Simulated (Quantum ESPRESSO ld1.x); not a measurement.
Q: All-electron atom: Ni21+ in [He] 2s2 2p3. Calculated with ld1.x of Quantum ESPRESSO 7.5: scalar-relativistic Kohn-Sham, LDA (Slater exchange, VWN5 correlation), spin-polarised, spherical densities, point nucleus; open shells are filled with parallel spins first. Some entries of the table are withheld. Estimate them.

| orbital | occ. | eigenvalue (hartree) | <r> (bohr) | r(max) (bohr) |
|---|---|---|---|---|
| 1s up | 1 | -342.8721 | 0.05404 | (1) |
| 1s down | 1 | -342.1628 | 0.05395 | (2) |
| 2s up | 1 | -71.2919 | 0.2313 | 0.198 |
| 2s down | 1 | -70.1981 | 0.2328 | 0.198 |
| 2p up | 3 | (3) | 0.1996 | (4) |
| 2p down | 0 | (5) | 0.2013 | (6) |

A: 
(1) 1s up r(max) (bohr): 0.035
(2) 1s down r(max) (bohr): 0.035
(3) 2p up eigenvalue (hartree): -67.5544
(4) 2p up r(max) (bohr): 0.157
(5) 2p down eigenvalue (hartree): -66.2353
(6) 2p down r(max) (bohr): 0.158
